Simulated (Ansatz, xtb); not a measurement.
**C5H8BClO: which of two isomers lies lower**

Structure a is `O=C[C@@H]1CCCB1Cl`, a singlet and structure b is `C#CB(Cl)OC(C)C`, a singlet. Both are isolated molecules in the gas phase, relaxed with B3LYP/def2-SVP, each in the lowest conformer that the search found.

Quicker runs give these differences E(b) − E(a): GFN2-xTB +0.34 kcal/mol; HF/STO-3G +0.82 kcal/mol (at GFN2-xTB geometries); r2SCAN-D4/def2-SVP +4.97 kcal/mol (at GFN2-xTB geometries).

**Question.** Estimate E(b) − E(a) at the level CCSD(T)/def2-SVP + ΔMP2/def2-TZVPP.

**Answer.** Too close to call at this level: CCSD(T)/def2-SVP + ΔMP2/def2-TZVPP gives E(b) − E(a) = −0.87 kcal/mol.

The same difference at several levels:

| level | geometry | E(b) − E(a) (kcal/mol) | departure from the last row (kcal/mol) | job, with rough time for the two |
| --- | --- | --- | --- | --- |
| GFN2-xTB | GFN2-xTB | +0.34 | +1.20 | optimisation, 0.39 s |
| HF/STO-3G | GFN2-xTB | +0.82 | +1.69 | single point, 0.42 s |
| r2SCAN-D4/def2-SVP | GFN2-xTB | +4.97 | +5.83 | single point, 4.7 s |
| B3LYP/def2-SVP | B3LYP/def2-SVP | −0.97 | −0.10 | optimisation, 60 s |
| HF/def2-SVP | B3LYP/def2-SVP | −2.23 | −1.37 | part of the CCSD(T) run |
| MP2/def2-SVP | B3LYP/def2-SVP | +0.68 | +1.54 | part of the CCSD(T) run |
| CCSD(T)/def2-SVP | B3LYP/def2-SVP | +0.94 | +1.80 | single point |
| CCSD(T)/def2-SVP + ΔMP2/def2-TZVPP | B3LYP/def2-SVP | −0.87 |  | single point, 2.1 min |

As drawn, b has 1 C≡C, 1 B–O, 1 C–O in place of 1 C=O, 2 C–C, 1 C–B. Structure a has a 5-membered ring, b no ring.

The largest departure from CCSD(T)/def2-SVP + ΔMP2/def2-TZVPP is that of r2SCAN-D4/def2-SVP, 5.83 kcal/mol. The last row adds to CCSD(T) the change of the MP2 difference between the two basis sets, here −1.80 kcal/mol.

With thermal terms from frequencies at re-optimised GFN2-xTB minima (ideal gas, soft modes damped towards free rotors, one conformer each, 298.15 K, 1 atm): the zero-point term adds −1.81 kcal/mol; ΔH is −1.46 and ΔG −3.98 kcal/mol.

The correlated steps freeze 12 core orbitals. Mirror images aren't counted in ΔG. Run with Ansatz 0.2.0, xtb 6.7.1; the last row on 4 threads of Arm Neoverse V2 on a shared host.
